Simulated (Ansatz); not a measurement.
Program: Ansatz 0.2.0.

`[CH3][Al-]([SH2+])([Cl])[Cl]` at its PBE0-D4/def2-TZVP geometry, where that method's forces vanish. Total charge 0; spin multiplicity 1.

```tsv
atom	x (Å)	y (Å)	z (Å)
C1	0.453	-0.155	1.378
Al2	-0.942	-0.240	0.031
S3	0.190	0.432	-2.110
Cl4	-1.582	-2.145	-0.648
Cl5	-2.400	1.302	-0.021
H6	1.271	-0.849	1.163
H7	0.869	0.851	1.475
H8	0.047	-0.431	2.357
H9	1.304	-0.311	-1.973
H10	0.790	1.545	-1.652
```

Q: For each bond, give half the difference of the two atoms' forces along it (eV/Å; positive pushes the atoms apart) under PBE-D4, r2SCAN-D4, B3LYP-D4, ωB97M-V in def2-TZVPP. (Estimate.)

A: The calculation gave: 
| bond | length (Å) | PBE-D4 | r2SCAN-D4 | B3LYP-D4 | ωB97M-V |
| --- | --- | --- | --- | --- | --- |
| C1–Al2 | 1.941 | -0.06 | -0.04 | -0.01 | -0.06 |
| C1–H6 | 1.094 | 0.11 | 0.00 | -0.04 | -0.03 |
| C1–H7 | 1.094 | 0.11 | 0.00 | -0.04 | -0.03 |
| C1–H8 | 1.094 | 0.12 | 0.00 | -0.04 | -0.04 |
| Al2–S3 | 2.514 | 0.00 | 0.00 | 0.07 | 0.11 |
| Al2–Cl4 | 2.121 | 0.13 | 0.03 | 0.09 | 0.04 |
| Al2–Cl5 | 2.122 | 0.14 | 0.03 | 0.09 | 0.04 |
| S3–H9 | 1.345 | 0.26 | 0.02 | -0.03 | -0.11 |
| S3–H10 | 1.345 | 0.26 | 0.02 | -0.03 | -0.11 |

B3LYP here is the variant with VWN-RPA as its local correlation; programs differ in this.
